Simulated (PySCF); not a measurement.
Task: Write Cartesian coordinates for `ClC1=CO[SiH2]OC1` as optimised with PBE0-D3(BJ)/def2-SVP.

Result: 
```
atom  x, y, z in Å
Cl1    2.6490    0.8966   -0.7049
C2     1.1846    0.1749   -0.1240
C3     1.1759   -1.1177    0.2401
O4     0.0843   -1.7843    0.6852
Si5   -1.4217   -1.0742    0.4173
O6    -1.1396    0.5566    0.4870
C7     0.0223    1.1290   -0.0637
H8     2.0842   -1.7247    0.1933
H9    -1.9032   -1.4995   -0.9253
H10   -2.3412   -1.4648    1.5074
H11   -0.1790    1.5229   -1.0786
H12    0.3081    1.9948    0.5586
```

Any rigid rotation of these coordinates is as good. Atoms count from 1 in this order. The 6-membered ring C2–C3–O4–Si5–O6–C7 has internal angles of 104.8° to 126.5° (sum 708°, against 720° for a flat polygon); it is puckered, 0.14 Å rms from its mean plane, widest ring torsion 39°. The O–Si distances run from 1.656 Å (Si5–O6, drawn single) to 1.686 Å (O4–Si5, drawn single), a spread of 0.030 Å. The 2 C–O bonds span 1.354 Å (C3–O4, drawn single) to 1.408 Å (O6–C7, drawn single), a spread of 0.054 Å. Si5 (oxygen-bound silicon) is distorted tetrahedral (angles from 104.8° to 112.9°).

Bonds between heavy atoms (Å): Cl1–C2 1.733, C2=C3 1.343, C3–O4 1.354, O4–Si5 1.686, Si5–O6 1.656, O6–C7 1.408, C2–C7 1.505.

Level of theory: PBE0-D3(BJ)/def2-SVP geometry optimisation, gas phase (PySCF).

No PBE0-D3(BJ)/def2-SVP frequencies stand behind this structure, so it isn't proved a minimum. The numbers are those of one conformer (C2–C3–O4–Si5 15°, C3–O4–Si5–O6 -32°, O4–Si5–O6–C7 39°, Si5–O6–C7–C2 -26°).

The run took 92 s of wall time on an Arm Neoverse V1 with one thread, shared host, and the process peaked at 0.53 GiB of memory. This is the geometry optimisation.
